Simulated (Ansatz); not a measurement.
In10P10. Total charge 0; singlet. Geometry PBE-D4/def2-SVP.

```csv
atom,x (Å),y (Å),z (Å)
P1,1.445,1.215,3.501
P2,-3.325,0.520,3.370
P3,-1.219,3.131,0.037
P4,-4.004,-0.459,-0.334
P5,3.747,-2.408,1.266
P6,2.330,1.494,-0.759
P7,2.713,-2.552,-2.673
P8,-0.172,-1.192,0.586
P9,-0.953,2.390,-2.061
P10,1.144,1.837,-2.551
In11,-0.953,0.796,3.827
In12,2.025,-1.006,2.293
In13,0.473,1.448,0.989
In14,-2.538,-1.372,1.622
In15,-3.124,1.601,0.923
In16,-1.685,-0.369,-1.512
In17,1.473,-3.867,-0.231
In18,3.262,-0.991,-0.807
In19,0.862,-0.957,-3.115
In20,-1.502,0.742,-4.371
```

In the def2 sets In takes a core potential; there is no spin–orbit coupling. HSE06 is defined as in plane-wave codes, on full-range PBE exchange. Single mean-field runs in def2-SVP, def2-TZVP are fitted with def2-universal-jkfit. The restricted singlet is unstable towards broken spin symmetry in Hartree–Fock (as tested in another run); at PBE-D4/def2-SVP, r2SCAN-D4/def2-SVP, PBE0-D4/def2-TZVP, HSE06-D4/def2-SVP and others this wasn't settled.

(1) Estimate the orbital energies around the gap (eV) in Ansatz with PBE-D4/def2-SVP, r2SCAN-D4/def2-SVP, PBE0-D4/def2-TZVP, HSE06-D4/def2-SVP, CAM-B3LYP-D4/def2-SVP.

Results:

(1) 
```csv
orbital,PBE-D4/def2-SVP,r2SCAN-D4/def2-SVP,PBE0-D4/def2-TZVP,HSE06-D4/def2-SVP,CAM-B3LYP-D4/def2-SVP
HOMO−13,-6.67,-6.95,-7.50,-7.20,-8.50
HOMO−12,-6.59,-6.88,-7.42,-7.13,-8.45
HOMO−11,-6.46,-6.75,-7.28,-6.99,-8.29
HOMO−10,-6.29,-6.56,-7.11,-6.81,-8.11
HOMO−9,-6.20,-6.47,-7.03,-6.71,-8.01
HOMO−8,-6.11,-6.37,-6.92,-6.62,-7.91
HOMO−7,-5.92,-6.19,-6.69,-6.41,-7.67
HOMO−6,-5.80,-6.05,-6.55,-6.25,-7.49
HOMO−5,-5.65,-5.91,-6.43,-6.13,-7.37
HOMO−4,-5.56,-5.80,-6.33,-6.01,-7.23
HOMO−3,-5.04,-5.24,-5.76,-5.43,-6.65
HOMO−2,-4.97,-5.16,-5.56,-5.27,-6.35
HOMO−1,-4.86,-5.04,-5.43,-5.15,-6.22
HOMO,-4.70,-4.88,-5.35,-5.01,-6.12
LUMO,-4.04,-4.13,-3.61,-3.96,-2.90
LUMO+1,-3.66,-3.71,-3.15,-3.50,-2.31
LUMO+2,-3.46,-3.48,-2.94,-3.30,-2.10
LUMO+3,-3.31,-3.31,-2.75,-3.10,-1.89
LUMO+4,-3.19,-3.18,-2.63,-2.99,-1.76
LUMO+5,-2.99,-2.95,-2.39,-2.75,-1.47
```
